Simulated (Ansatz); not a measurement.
Consider the hydrogenolysis of a C–Cl bond: `O[SiH2]CCl` + H₂ → `C[SiH2]O` + HCl.

Computed with Ansatz on PBE0-D4/def2-TZVP structures; ΔE is electronic, products minus reactants. CCSD(T)/CBS adds triple-zeta CCSD(T) − MP2 to the extrapolated MP2 energy (def2 sets, frozen cores). This one scheme is used for every species. Functionals use def2-TZVPP. Each species was taken in one conformer, which may not be the lowest.

`O[SiH2]CCl`:

Cartesian coordinates in Å:
```
O -0.928 1.386 0.801
Si -0.517 -0.197 0.660
C 0.473 -0.476 -0.915
Cl 1.893 0.617 -0.865
H -0.207 2.017 0.745
H -1.789 -0.955 0.597
H 0.317 -0.666 1.797
H -0.092 -0.230 -1.815
H 0.849 -1.496 -1.005
```

H₂:

```xyz
2

H     0.364    0.075   -0.037
H    -0.364   -0.075    0.037
```

`C[SiH2]O`:

```xyz
9

C    -0.531   -0.963   -0.409
Si    0.450    0.315    0.527
O     0.769    1.659   -0.377
H    -0.680   -1.853    0.209
H    -0.010   -1.265   -1.321
H    -1.518   -0.584   -0.688
H     1.783   -0.221    0.899
H    -0.296    0.685    1.765
H     0.032    2.227   -0.607
```

HCl:

```xyz
2

Cl   -0.262    0.575    0.096
H     0.262   -0.575   -0.096
```

```json
{"species": "`O[SiH2]CCl`", "PBE0-D4 energy (Eh)": "-865.75359"}
{"species": "H₂", "PBE0-D4 energy (Eh)": "-1.16855"}
{"species": "`C[SiH2]O`", "PBE0-D4 energy (Eh)": "-406.29126"}
{"species": "HCl", "PBE0-D4 energy (Eh)": "-460.66564"}
```

Question: Work out ΔE.

Answer: ΔE = (-406.29126) + (-460.66564) − (-865.75359) − (-1.16855) = -0.03476 Eh = -91.3 kJ/mol. CCSD(T)/CBS gives -90.7 kJ/mol.

Largest T1 diagnostic among the species: 0.010.

The D4 term adds +8.5 kJ/mol with B3LYP and +4.4 kJ/mol with PBE0; it sums over pairs of atoms, weighted by their polarisabilities, and B3LYP, whose exchange is more repulsive, gets the larger term. Leaving LDA and LC-ωPBE aside and taking each functional with its dispersion term where it has one, the values, not all of them listed here, spread over 18.9 kJ/mol, from B97M-V to revPBE-D4. At CCSD(T), def2-SVP lies −11.4 kJ/mol from the extrapolated value and def2-TZVPP −3.9 kJ/mol.

B3LYP here is the variant with VWN-RPA as its local correlation; programs differ in this.
